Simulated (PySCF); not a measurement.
C₂H₄N₂OSi, SMILES N#C/N=C/O[SiH3].

Geometry optimised at B3LYP-D3(BJ)/def2-SVP. The structure was generated by enumeration; whether it is a known compound was not checked. The values are those of a single conformer.

Two levels are set side by side: TDDFT-PBE/def2-SVPD (PySCF) and TDDFT-B3LYP/def2-SVPD (PySCF). Vertical, same geometry. The lowest singlet is HOMO→LUMO 100 % with PBE and HOMO−1→LUMO 99 % with the other functional; states are paired by order. Differences are taken from unrounded values.

| quantity | TDDFT-B3LYP |
|---|---|
| lowest singlet excitation (eV) | 4.85 |
| lowest triplet excitation (TDA) (eV) | 4.03 |
| first bright state (f over 0.05) (eV) | 5.77 |
| its oscillator strength | 0.20 |

Task: What does TDDFT-PBE give, and how far is it from TDDFT-B3LYP? (The exact figures need the calculation; the answer reports its results.)

Result: 
```csv
quantity,TDDFT-PBE,TDDFT-PBE minus TDDFT-B3LYP
lowest singlet excitation (eV),4.49,-0.36
lowest triplet excitation (TDA) (eV),3.89,-0.14
first bright state (f over 0.05) (eV),5.40,-0.37
its oscillator strength,0.13,-0.07
```

A lower first singlet is the usual sign of a functional without exact exchange. Differences between two approximate levels are no errors against the true value.

Rough cost on one machine, each run with all the roots and properties that it gave: TDDFT-B3LYP against TDDFT-PBE about 4 times.
